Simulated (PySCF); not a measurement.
## Electron correlation in Sb³⁺ (antimony, charge +3)

[Kr] 4d10 5s2, closed-shell 1S. All numbers are calculated (PySCF 2.14, a scalar-relativistic core potential, in def2-TZVPPD with the def2 core potential (28 electrons) (7s5p4d2f, 56 functions)). Frozen: nothing; 20 electrons correlated.

| level | correlation energy (mhartree) |
| --- | --- |
| CCSD | -286.80 |
| (T) | -5.67 |
| CCSD(T) | -292.47 |

Diagnostics: T1 = 0.0066, D1 = 0.0169, largest double amplitude 0.078.

Question: Is a single reference adequate?

Answer: Mostly. T1 lies below 0.03, but a double amplitude of this size points to a near-degeneracy that CCSD handles and MP2 describes poorly.

The basis has no tight functions for the innermost shells, so their pair energies are far from complete.

This basis was not built for core-valence correlation, so the inner-shell part is incomplete.
